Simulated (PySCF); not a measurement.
**Radial density of Fe(3+) (iron, charge +3)**

UHF, [Ar] 3d5, high-spin 6S determinant. Calculation: PySCF 2.14, in ANO-RCC-VTZP (6s5p3d2f1g, 59 functions); the spin-free X2C one-electron Hamiltonian (Gaussian nucleus).

| r (bohr) | 4πr²ρ (e/bohr) | 4πr²(ρα − ρβ) |
| --- | --- | --- |
| 0.00104 | 0.2283 | 0.0000 |
| 0.00175 | 0.5758 | 0.0000 |
| 0.00294 | 1.422 | 0.0000 |
| 0.00494 | 3.387 | 0.0001 |
| 0.00830 | 7.591 | 0.0001 |
| 0.0140 | 15.27 | 0.0002 |
| 0.0235 | 25.50 | 0.0005 |
| 0.0395 | 31.41 | 0.0015 |
| 0.0665 | 26.64 | 0.0077 |
| 0.112 | 26.22 | 0.0544 |
| 0.188 | 35.01 | 0.3787 |
| 0.316 | 19.84 | 1.8350 |
| 0.532 | 14.33 | 4.5673 |
| 0.895 | 13.67 | 4.4368 |
| 1.51 | 2.835 | 1.4635 |
| 2.53 | 0.1542 | 0.1364 |
| 4.26 | 0.0002257 | 0.0002 |
| 7.16 | 0.0005762 | 0.0006 |

Densities and radii are taken from the X2C orbitals without a picture-change correction, which distorts them close to the nucleus.
